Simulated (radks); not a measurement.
The numbers below are computed, except where a source is named.
Initial-state core-level shifts of neutral indium when its valence configuration changes from [Kr] 4d10 5s2 5p1. Code: a radial shooting solver on a logarithmic mesh with Libxc functionals. Model: Dirac Kohn-Sham, PBE, spin-unpolarised, spherical densities, finite nucleus; open shells fill j = l - 1/2 first; Fermi nuclear charge, rms radius 4.6156 fm. Shifts are changes of the shell-averaged eigenvalues in eV (positive: less bound); the change of the density at the nucleus, which sets a Mossbauer isomer shift, is in e/bohr^3, on a base of 1.748e+05.

valence	2s	2p	3p	3d	density at nucleus
4d10 5s1 5p2	-1.503	-1.502	-1.522	-1.519	-27.69
4d10 5p3	-3.081	-3.079	-3.120	-3.113	-58.57
4d10 5s1.5 5p1.5	-0.772	-0.772	-0.781	-0.780	-13.46
4d10 5s0.5 5p2.5	-2.309	-2.308	-2.338	-2.333	-42.75
4d9.5 5s2 5p1.5	-3.655	-3.644	-3.576	-3.595	+8.29
4d9 5s2 5p2	-7.366	-7.343	-7.189	-7.231	+16.85
4d8 5s2 5p3	-15.226	-15.176	-14.794	-14.892	+34.69
4d9 5s1 5p3	-8.923	-8.898	-8.762	-8.802	-16.38
4d8 5s1.5 5p3.5	-15.957	-15.905	-15.531	-15.629	+15.71
